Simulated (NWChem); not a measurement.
System: fluoroethane (C2H5F); SMILES CCF

The following NWChem deck was run.

```
start job
memory heap 200 mb stack 900 mb global 1100 mb
geometry units angstroms noautosym nocenter noautoz
  C      1.165749    -0.137524     0.261966
  C     -0.318902    -0.388432     0.209382
  F     -0.942931     0.588736    -0.528496
  H      1.669042    -0.919492     0.850759
  H      1.595934    -0.136112    -0.750638
  H      1.378176     0.836434     0.727651
  H     -0.758150    -0.388262     1.222771
  H     -0.540847    -1.365751    -0.254801
end
basis spherical
  * library def2-svp
end
dft
  xc pbe0
  iterations 150
end
cosmo
  do_cosmo_smd true
  solvent hexane
end
task dft energy
```

Excerpt of the output:

```
             Northwest Computational Chemistry Package (NWChem) 7.3.0
             --------------------------------------------------------

                             Geometry "geometry" -> ""
                             -------------------------

 Output coordinates in angstroms (scale by  1.889725989 to convert to a.u.)

  No.       Tag          Charge          X              Y              Z
 ---- ---------------- ---------- -------------- -------------- --------------
    1 C                    6.0000     1.16574900    -0.13752400     0.26196600
    2 C                    6.0000    -0.31890200    -0.38843200     0.20938200
    3 F                    9.0000    -0.94293100     0.58873600    -0.52849600
    4 H                    1.0000     1.66904200    -0.91949200     0.85075900
    5 H                    1.0000     1.59593400    -0.13611200    -0.75063800
    6 H                    1.0000     1.37817600     0.83643400     0.72765100
    7 H                    1.0000    -0.75815000    -0.38826200     1.22277100
    8 H                    1.0000    -0.54084700    -1.36575100    -0.25480100

 Effective nuclear repulsion energy (a.u.)      79.4022214643

                                 NWChem DFT Module
                                 -----------------

 Summary of "ao basis" -> "ao basis" (spherical)
 ------------------------------------------------------------------------------
       Tag                 Description            Shells   Functions and Types
 ---------------- ------------------------------  ------  ---------------------
 C                          def2-svp                 6       14   3s2p1d
 F                          def2-svp                 6       14   3s2p1d
 H                          def2-svp                 3        5   2s1p

 in cosmo_initialize ...
 calling solv_data for solv:hexane

 solvent parameters
 solvname_short: hexane
 solvname_long:  n-hexane
 dielec:        1.8819
 dielecinf:     1.8903
 nonaqueous SMD model solvent descriptors
 dielec:        1.8819
 sola:          0.0000
 solb:          0.0000
 solc:          0.0000
 solg:         25.7500
 solh:          0.0000
 soln:          1.3749

          ---------------
          -cosmo- solvent
          ---------------
 Cosmo: York-Karplus, doi: 10.1021/jp992097l
 dielectric constant -eps-     =   1.88
 screen = (eps-1)/(eps    )    =   0.46862
 surface charge correction     = lagrangian

   van der Waals surface
 --------------------------

[...]

                                COSMO-SMD solvation results
                                ---------------------------

             internal energy in gas <Psi(g)|H|Psi(g)> =      -178.728575848170
         internal energy in solvent <Psi(s)|H|Psi(s)> =      -178.728455062133
                               delta internal energy  =         0.000120786037 (    0.08 kcal/mol)
   total free energy in solvent <Psi(s)|H+V/2|Psi(s)> =      -178.730632346394
 polarization energy contribution <Psi(s)|V/2|Psi(s)> =        -0.002177284261 (   -1.37 kcal/mol)
    total free energy in solvent including G(SMD-CDS) =      -178.731907466023
                       G(SMD-CDS) energy contribution =        -0.001275119629 (   -0.80 kcal/mol)
     1 M fixed-concentration free energy of solvation =        -0.003331617853 (   -2.09 kcal/mol)

                       DFT Final Molecular Orbital Analysis
                       ------------------------------------

 Vector   11  Occ=2.000000D+00  E=-3.995458D-01
              MO Center=  1.1D+00, -2.4D-01,  3.2D-01, r^2= 1.9D+00
   Bfn.  Coefficient  Atom+Function         Bfn.  Coefficient  Atom+Function
  ----- ------------  ---------------      ----- ------------  ---------------
     5      0.343916  1 C  py                43     -0.340776  4 H  s
     6     -0.229128  1 C  pz                48      0.185459  5 H  s
    53      0.184761  6 H  s                 32      0.172065  3 F  px
    44     -0.147137  4 H  s                  8      0.141287  1 C  py
    35     -0.116368  3 F  px                 9     -0.093770  1 C  pz

 Vector   12  Occ=2.000000D+00  E=-3.461934D-01
              MO Center= -2.5D-01,  6.9D-02, -8.2D-02, r^2= 2.0D+00
   Bfn.  Coefficient  Atom+Function         Bfn.  Coefficient  Atom+Function
  ----- ------------  ---------------      ----- ------------  ---------------
    32      0.432732  3 F  px                35     -0.318576  3 F  px
     4     -0.313431  1 C  px                18      0.283249  2 C  px
    33      0.205891  3 F  py                 7     -0.152069  1 C  px
    36     -0.144696  3 F  py                58     -0.144550  7 H  s
    63     -0.144097  8 H  s                  3      0.141570  1 C  s

 Vector   13  Occ=2.000000D+00  E=-3.343977D-01
              MO Center= -3.4D-01, -1.3D-01,  3.4D-02, r^2= 2.2D+00
   Bfn.  Coefficient  Atom+Function         Bfn.  Coefficient  Atom+Function
  ----- ------------  ---------------      ----- ------------  ---------------
    34      0.343244  3 F  pz                58      0.279712  7 H  s
    63     -0.279917  8 H  s                 20      0.260003  2 C  pz
    37     -0.248837  3 F  pz                33      0.227116  3 F  py
    19      0.172032  2 C  py                36     -0.164649  3 F  py
    59      0.162546  7 H  s                 64     -0.162673  8 H  s

 Vector   14  Occ=0.000000D+00  E= 8.015264D-02
              MO Center=  6.5D-01, -6.0D-01,  5.0D-01, r^2= 5.4D+00
   Bfn.  Coefficient  Atom+Function         Bfn.  Coefficient  Atom+Function
  ----- ------------  ---------------      ----- ------------  ---------------
     3      1.851986  1 C  s                 17      1.172811  2 C  s
    44     -1.012948  4 H  s                 59     -0.926018  7 H  s
    64     -0.925030  8 H  s                 49     -0.811135  5 H  s
    54     -0.814242  6 H  s                 22     -0.446182  2 C  py
     7      0.427401  1 C  px                21     -0.264206  2 C  px

[...]
```

Level: PBE0/def2-SVP, SMD on the gas-phase geometry. Geometry: optimised at PBE0/def2-SVP. Solvent: n-hexane.
